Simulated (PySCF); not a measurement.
Molecule: SMILES O=C(Cl)c1cccs1, C₅H₃ClOS.

Structure with atom numbers: `[O:1]=[C:2]([Cl:3])[c:4]1[cH:5][cH:6][cH:7][s:8]1`; H(Xn) means a hydrogen on atom n.

Geometry PBE0-D3(BJ)/def2-SVP throughout; GIAO in PySCF 2.14.0 with density-fitted response routines, gas phase, one conformer, non-relativistic; equivalent atoms averaged; functional PBE0.

Question: How do the absolute shieldings σ depend on the basis set? (a selection of nuclei; ppm; last column core-seconds on 1 thread of an Arm Neoverse V1, shared host)

Answer: 
```
  basis set  functions      O1    C4    C5    C6    Cl3     S8  H(C5)  H(C7)  H(C6)  core-s
    cc-pVDZ        135  -165.5  55.3  59.6  71.0  587.5  327.7  23.47  23.75  24.30      14
   def2-SVP        135  -168.7  54.1  57.9  69.5  592.5  328.5  23.44  24.00  24.43      13
aug-cc-pVDZ        219  -155.4  53.9  58.4  71.0  572.2  320.9  23.10  23.49  24.18      30
  def2-TZVP        278  -194.8  40.7  42.2  54.9  505.9  215.0  23.25  23.63  24.24      41
    cc-pVTZ        290  -191.7  42.6  44.0  56.2  553.8  280.0  23.13  23.46  24.11      45
   IGLO-III        328  -201.0  34.1  36.4  49.4  516.3  244.4  23.16  23.54  24.18      50
```

Question: Which nucleus among those listed moves most, in ppm?

Answer: S8 (aromatic ring sulfur): from 215.0 ppm with def2-TZVP to 328.5 ppm with def2-SVP. The smallest spread is 0.31 ppm, at H(C6). Proton shifts span only some 12 ppm, so a few tenths of a ppm matter as much there as several ppm in carbon.

Question: Taking the largest basis, IGLO-III (328 functions), as the yardstick, rank the others by their worst heavy-atom deviation.

Answer: def2-TZVP 29.3 ppm (278 functions), cc-pVTZ 37.5 ppm (290 functions), aug-cc-pVDZ 76.5 ppm (219 functions), cc-pVDZ 83.3 ppm (135 functions), def2-SVP 84.1 ppm (135 functions).

A small basis that lands close on one nucleus may do so by chance; judge by the trend and by all nuclei.
